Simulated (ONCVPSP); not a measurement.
## What one change does to a pseudopotential (Si, ONCV)

silicon (Si), optimised norm-conserving Vanderbilt (ONCV), made with ONCVPSP 4.0.1 (PBE, scalar-relativistic). Core [Ne], reference 3s2 3p1.5 (charge +0.5). Waves: 3s: rc 1.70 bohr, ncon 4, nbas 8, qcut 4.5 1/bohr, 2 projectors, debl 3.8 Ha; 3p: rc 1.55 bohr, ncon 5, nbas 9, qcut 4.6 1/bohr, 2 projectors, debl 1.8 Ha. Local part: polynomial inside 1.40 bohr (lpopt 5, dvloc0 4 Ha). Core correction: Teter function, fcfact 3.25, rcfact 1.2.

All-electron outer shells of the reference configuration (PBE, scalar-relativistic, ld1.x):

```tsv
shell	level (eV)	outermost node (bohr)	outermost maximum (bohr)
2s	-143.93	0.15	0.45
2p	-100.00	–	0.39
3s	-14.73	0.72	1.77
3p	-7.68	0.72	2.09
```

Change: p: rc 1.96.

Cutoffs: the cutoffs (Ha) at which the residual kinetic energy of the hardest occupied pseudo-wave falls to 1 and 0.1 mHa per electron; they do not see the model core or the augmentation charge, which bear on the density cutoff. Errors are all-electron minus pseudo energies relative to the spin-unpolarised reference configuration.

Q: How do hardness, ghosts and transferability respond?

A: The potential gets softer (26 Ha and 98 Ha → 8.0 Ha and 11 Ha); the bound ghost in p disappears; of the 4 tests that both files solve, the error grows in 0 and shrinks in 2 by more than 15 % and 0.3 meV (median size 1.2 → 0.4 meV). A larger radius leaves more room for a smooth pseudo-wave, so fewer plane waves are needed.

```csv
quantity,base,changed
"cutoff, loose",26 Ha,8.0 Ha
"cutoff, tight",98 Ha,11 Ha
loose cutoff by channel,"s 8.0 Ha, p 26 Ha","s 8.0 Ha, p 3.5 Ha"
bound ghosts,p,none
GHOST(+) flags under 300 eV,none,none
"error for 3s2 3p2, meV [ΔE -2.92 eV]",-0.1,0.0
"error for 3s2 3p1, meV [ΔE 4.82 eV]",-0.4,-0.3
"error for 3s2 3p0, meV [ΔE 20.81 eV]",-2.0,+0.4
"error for 3s0 3p4, meV [ΔE 10.86 eV]",+16,+3.7
s: phases at 1.73 bohr within 0.05 rad from the reference energy up to (Ha; the scan ends near 5),4.8,4.8
"rms error of d²Exc/dni dnj with the model core, mHa",0.88,0.86
```

Base: The cutoffs count occupied waves only; projector 2 of the p channel, the hardest unoccupied one, needs 127 Ha at the loose tolerance. A true bound ghost makes a file unfit for plane-wave use even where its test errors are small: the radial tests pick states by their node count and pass the ghost by.
